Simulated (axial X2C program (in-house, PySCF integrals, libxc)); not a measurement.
# Which molecule has these constants?

Calculated with an axial X2C code built on PySCF integrals, spin-free (one-electron X2C) or two-component (2c: spin–orbit coupling with atomic mean-field Coulomb and Gaunt terms, which also bring small scalar terms), in Dyall basis sets with cores contracted in-house; open shells are unrestricted.

A two-component PBE0 calculation in a Dyall 3-zeta basis gave Re = 2.325 Å, ωe = 453.4 cm⁻¹, Ω = 0.

Which molecule is it?
A. YSe⁻
B. YS⁻
C. YO⁻

B. The others have YSe⁻ 2.459 Å and 313.1 cm⁻¹ (Ω = 0); YO⁻ 1.810 Å and 827.4 cm⁻¹ (Ω = 0).

Each entry is the lowest single determinant of a limited PBE0 search at one distance. De goes to single-determinant-based atoms at the same level (for ions the charge split of lowest energy) and is withheld (n/a) where an atom does not fit its ground term or J level. Main or longest-lived isotopes. The functionals have no current term, which raises determinants with orbital currents.
